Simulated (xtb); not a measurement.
C2H6Cd, charge -1, doublet, from a rough starting geometry (GFN-xTB shapes and energies of metal compounds can be far from the true ones) (a state made from the parent by changing its charge; the spin is typed, not shown lowest); GFN2-xTB run with xtb.

Input for xtb:
```
$ xtb mol.xyz --gfn 2 --chrg -1 --uhf 1 --opt vtight --json

# file mol.xyz
9

Cd    -0.04307423    -0.00187469    -0.00209103
C      1.74267780     0.29688310    -1.44238051
H      2.38484690    -0.58436184    -1.22221047
H      2.24358802     1.25927381    -1.20265750
H      1.36454281     0.30802254    -2.41295320
C     -1.75177718    -0.27147976     1.35683045
H     -2.25605506    -1.22452377     1.15359724
H     -2.39523655     0.53785963     1.29396896
H     -1.38412085    -0.33271921     2.42915725
```

### Question
Predict the main parts of the log of this xtb run.

### Answer

```
   ID    Z sym.   atoms
    1   48 Cd     1
    2    6 C      2, 6
    3    1 H      3-5, 7-9

           -------------------------------------------------
          |                Calculation Setup                |
           -------------------------------------------------

           -------------------------------------------------
          |                 G F N 2 - x T B                 |
           -------------------------------------------------

          ...................................................
          :                      SETUP                      :
          :.................................................:
          :  # basis functions                  18          :
          :  # atomic orbitals                  18          :
          :  # shells                           12          :
          :  # electrons                        17          :
          :  max. iterations                   250          :
          :  Hamiltonian                  GFN2-xTB          :
          :  restarted?                      false          :
          :  GBSA solvation                  false          :
          :  PC potential                    false          :
          :  electronic temp.          300.0000000     K    :
          :  accuracy                    1.0000000          :
          :  -> integral cutoff          0.2500000E+02      :
          :  -> integral neglect         0.1000000E-07      :
          :  -> SCF convergence          0.1000000E-05 Eh   :
          :  -> wf. convergence          0.1000000E-03 e    :
          :  Broyden damping             0.4000000          :
          :  net charge                         -1          :
          :  unpaired electrons                  1          :
          ...................................................

 iter      E             dE          RMSdq      gap      omega  full diag
   1     -7.9735936 -0.797359E+01  0.777E+00    2.35       0.0  T
   2     -7.9995362 -0.259426E-01  0.235E+00    3.21       1.0  T
   3     -8.0009375 -0.140131E-02  0.149E+00    3.19       1.0  T
   4     -8.0010412 -0.103684E-03  0.220E-01    3.33       1.0  T
   5     -8.0011002 -0.590217E-04  0.102E-01    3.36       1.0  T
   6     -8.0011052 -0.496074E-05  0.357E-02    3.35       1.0  T
   7     -8.0011065 -0.134213E-05  0.305E-02    3.35       1.1  T
   8     -8.0011086 -0.206593E-05  0.254E-03    3.36      13.1  T
   9     -8.0011086 -0.371356E-07  0.174E-03    3.36      19.2  T
  10     -8.0011086 -0.395898E-09  0.165E-04    3.36     201.8  T
  11     -8.0011086 -0.785256E-10  0.358E-05    3.36     930.5  T

   *** convergence criteria satisfied after 11 iterations ***

         :::::::::::::::::::::::::::::::::::::::::::::::::::::
         ::                     SUMMARY                     ::
         :::::::::::::::::::::::::::::::::::::::::::::::::::::
         :: total energy              -7.890660165278 Eh    ::
         :: gradient norm              0.096594750042 Eh/a0 ::
         :: HOMO-LUMO gap              3.355189155499 eV    ::
         ::.................................................::
         :: SCC energy                -8.001107223373 Eh    ::
         :: -> isotropic ES            0.139876027467 Eh    ::
         :: -> anisotropic ES          0.015069419780 Eh    ::
         :: -> anisotropic XC          0.004223917947 Eh    ::
         :: -> dispersion             -0.004316877338 Eh    ::
         :: repulsion energy           0.110447058095 Eh    ::
         :: add. restraining           0.000000000000 Eh    ::
         :: total charge              -1.000000000000 e     ::
         :::::::::::::::::::::::::::::::::::::::::::::::::::::

      -----------------------------------------------------------
     |                   =====================                   |
     |                        A N C O P T                        |
     |                   =====================                   |
     |               Approximate Normal Coordinate               |
     |                Rational Function Optimizer                |
      -----------------------------------------------------------
      -----------------------------------------------------------
     |                   =====================                   |
     |                        A N C O P T                        |
     |                   =====================                   |
     |               Approximate Normal Coordinate               |
     |                Rational Function Optimizer                |
      -----------------------------------------------------------

          ...................................................
          :                      SETUP                      :
          :.................................................:
          :   optimization level         verytight          :
          :   max. optcycles                   200          :
          :   ANC micro-cycles                  20          :
          :   degrees of freedom                21          :
          :.................................................:
          :   RF solver                   davidson          :
          :   write xtbopt.log                true          :
          :   linear?                        false          :
          :   energy convergence         0.1000000E-06 Eh   :
          :   grad. convergence          0.2000000E-03 Eh/α :
          :   maxmium RF displ.          1.0000000          :
          :   Hlow (freq-cutoff)         0.1000000E-01      :
          :   Hmax (freq-cutoff)         5.0000000          :
          :   S6 in model hess.         20.0000000          :
          ...................................................

generating ANC from exact Hessian ...
Using Lindh-Hessian (1995)
 Shifting diagonal of input Hessian by    1.0922327938212590E-002
 Lowest  eigenvalues of input Hessian
    0.010000    0.010027    0.000000    0.000000    0.000000    0.000000
[...]
 * total energy  :    -7.9608163 Eh     change       -0.1083936E-05 Eh
 * total energy  :    -7.9608181 Eh     change       -0.1829564E-05 Eh
 * total energy  :    -7.9608072 Eh     change        0.1092750E-04 Eh
 * total energy  :    -7.9608195 Eh     change       -0.1227037E-04 Eh
 * total energy  :    -7.9608202 Eh     change       -0.7534364E-06 Eh
 * total energy  :    -7.9608208 Eh     change       -0.5510617E-06 Eh
 * total energy  :    -7.9608218 Eh     change       -0.1039745E-05 Eh
 * total energy  :    -7.9608214 Eh     change        0.4314293E-06 Eh
 * total energy  :    -7.9608220 Eh     change       -0.6434690E-06 Eh
 * total energy  :    -7.9608224 Eh     change       -0.3791155E-06 Eh
 * total energy  :    -7.9608223 Eh     change        0.7982273E-07 Eh
 * total energy  :    -7.9608225 Eh     change       -0.1542239E-06 Eh
 * total energy  :    -7.9608225 Eh     change       -0.1994214E-08 Eh
   *** GEOMETRY OPTIMIZATION CONVERGED AFTER 98 ITERATIONS ***
[...]
          :  net charge                         -1          :
          :  unpaired electrons                  1          :
          ...................................................

 iter      E             dE          RMSdq      gap      omega  full diag
   1     -8.0528822 -0.805288E+01  0.421E-05    5.36       0.0  T
   2     -8.0528822 -0.524025E-12  0.169E-05    5.36    1973.1  T
   3     -8.0528822  0.163425E-12  0.229E-05    5.36    1454.8  T

   *** convergence criteria satisfied after 3 iterations ***

         :::::::::::::::::::::::::::::::::::::::::::::::::::::
         ::                     SUMMARY                     ::
         :::::::::::::::::::::::::::::::::::::::::::::::::::::
         :: total energy              -7.960822499452 Eh    ::
         :: gradient norm              0.000009072283 Eh/a0 ::
         :: HOMO-LUMO gap              5.364409416606 eV    ::
         ::.................................................::
         :: SCC energy                -8.052880192061 Eh    ::
         :: -> isotropic ES            0.128625963330 Eh    ::
         :: -> anisotropic ES          0.014074694180 Eh    ::
         :: -> anisotropic XC          0.005671950630 Eh    ::
         :: -> dispersion             -0.005686366221 Eh    ::
         :: repulsion energy           0.092057692610 Eh    ::
         :: add. restraining           0.000000000000 Eh    ::
         :: total charge              -1.000000000000 e     ::
         :::::::::::::::::::::::::::::::::::::::::::::::::::::

           -------------------------------------------------
          |                Property Printout                |
           -------------------------------------------------

    * Orbital Energies and Occupations

         #    Occupation            Energy/Eh            Energy/eV
      -------------------------------------------------------------
         1        2.0000           -0.3447514              -9.3812
         2        2.0000           -0.3428748              -9.3301
         3        2.0000           -0.2417461              -6.5782
         4        2.0000           -0.2412053              -6.5635
         5        2.0000           -0.2400719              -6.5327
         6        2.0000           -0.2388829              -6.5003
         7        2.0000           -0.1607072              -4.3731
         8        2.0000           -0.1168290              -3.1791
         9        1.0000           -0.0525632              -1.4303 (HOMO)
        10                          0.1445752               3.9341 (LUMO)
        11                          0.2385025               6.4900
        12                          0.3016498               8.2083
        13                          0.4044075              11.0045
        14                          0.4046186              11.0102
        15                          0.4049511              11.0193
        16                          0.4073726              11.0852
        17                          0.4574312              12.4473
        18                          0.5750382              15.6476
      -------------------------------------------------------------
                  HL-Gap            0.1971384 Eh            5.3644 eV
             Fermi-level           -0.0193450 Eh           -0.5264 eV

     #   Z          covCN         q      C6AA      α(0)
     1  48 Cd       0.670     0.038   470.440    50.881
     2   6 C        3.103    -0.245    34.481     9.622
     3   1 H        0.923    -0.089     5.177     3.558
     4   1 H        0.923    -0.088     5.170     3.556
     5   1 H        0.923    -0.097     5.452     3.652
     6   6 C        3.103    -0.246    34.482     9.622
     7   1 H        0.923    -0.097     5.453     3.652
     8   1 H        0.923    -0.089     5.178     3.559
     9   1 H        0.923    -0.088     5.169     3.556

 Mol. C6AA /au·bohr⁶  :       2173.075423
 Mol. C8AA /au·bohr⁸  :     100620.516080
 Mol. α(0) /au        :         91.656221

Wiberg/Mayer (AO) data.
largest (>0.10) Wiberg bond orders for each atom

 ---------------------------------------------------------------------------
     #   Z sym  total        # sym  WBO       # sym  WBO       # sym  WBO
 ---------------------------------------------------------------------------
     1  48 Cd   1.183 --     2 C    0.526     6 C    0.526
     2   6 C    3.549 --     5 H    0.976     3 H    0.963     4 H    0.963
                             1 Cd   0.526     6 C    0.118
     3   1 H    0.992 --     2 C    0.963
     4   1 H    0.992 --     2 C    0.963
     5   1 H    0.987 --     2 C    0.976
     6   6 C    3.549 --     7 H    0.976     8 H    0.963     9 H    0.963
                             1 Cd   0.526     2 C    0.118
     7   1 H    0.987 --     6 C    0.976
     8   1 H    0.992 --     6 C    0.963
     9   1 H    0.992 --     6 C    0.963
 ---------------------------------------------------------------------------

Topologies differ in total number of bonds
Writing topology from bond orders to xtbtopo.mol

molecular dipole:
                 x           y           z       tot (Debye)
 q only:       -0.163      -0.113      -0.234
   full:        0.137       0.077       0.167       0.583
molecular quadrupole (traceless):
                xx          xy          yy          xz          yz          zz
 q only:       -8.354      -2.910      10.341      16.365       2.785      -1.987
  q+dip:       -6.430      -2.242       7.953      12.587       2.151      -1.524
   full:       -7.719      -3.316      10.247      13.951       1.793      -2.528

optimized geometry written to: xtbopt.xyz

           -------------------------------------------------
          | TOTAL ENERGY               -7.960822499452 Eh   |
          | GRADIENT NORM               0.000009072283 Eh/α |
          | HOMO-LUMO GAP               5.364409416606 eV   |
           -------------------------------------------------

normal termination of xtb
```
